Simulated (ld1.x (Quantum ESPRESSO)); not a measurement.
**aluminium (Al): one change to a TM potential, before and after**

aluminium (Al), norm-conserving Troullier–Martins (Kleinman–Bylander form), made with ld1.x (Quantum ESPRESSO) 7.5 (PBE, scalar-relativistic). Core [Ne], reference 3s2 3p1. Waves: 3s (bound): rc 1.55 bohr; 3p (bound): rc 2.10 bohr. Local part: all-electron potential smoothed inside 1.30 bohr (lloc = -1). Core correction: none.

All-electron outer shells of the reference configuration (PBE, scalar-relativistic, ld1.x):

| shell | level (eV) | outermost node (bohr) | outermost maximum (bohr) |
| --- | --- | --- | --- |
| 2s | -108.17 | 0.16 | 0.50 |
| 2p | -69.64 | – | 0.43 |
| 3s | -7.75 | 0.80 | 2.09 |
| 3p | -2.71 | 0.82 | 2.64 |

Change: wave 3p (bound): rc 2.10 bohr becomes 3p (bound): rc 1.68 bohr.

Cutoffs: the cutoffs (Ry, on a coarse ladder) from which the occupation-weighted sum of valence levels, in a spherical-Bessel basis at the reference potential, stays within 10 and 1 mRy of its value at 400 Ry; they do not see the model core or the augmentation charge, which bear on the density cutoff. Errors are all-electron minus pseudo energies relative to the spin-unpolarised reference configuration.

Question: How do hardness, ghosts and transferability respond?

Answer: The potential gets harder (18 Ry and 50 Ry → 25 Ry and 55 Ry); of the 7 tests that both files solve, the error grows in 3 and shrinks in 0 by more than 15 % and 0.3 meV (median size 7.5 → 9.2 meV); neither file shows a bound ghost. A smaller radius makes the pseudo-wave follow the all-electron one further in, where it bends more sharply, so more plane waves are needed. That the errors move this way runs against the usual rule that smaller radii transfer better.

```tsv
quantity	base	changed
cutoff, loose	18 Ry	25 Ry
cutoff, tight	50 Ry	55 Ry
bound ghosts	none	none
error for 3s2 3p0, meV [ΔE 5.76 eV]	+0.2	-1.4
error for 3s1 3p0, meV [ΔE 24.99 eV]	+35	+30
error for 3s2 3p0.5, meV [ΔE 2.09 eV]	0.0	-0.2
error for 3s0 3p3, meV [ΔE 10.45 eV]	+42	+44
error for 3s1 3p1, meV [ΔE 11.57 eV]	+12	+15
error for 3s2 3p1.3, meV [ΔE -0.57 eV]	+0.1	0.0
error for 3s1 3p2, meV [ΔE 5.14 eV]	+7.5	+9.2
```
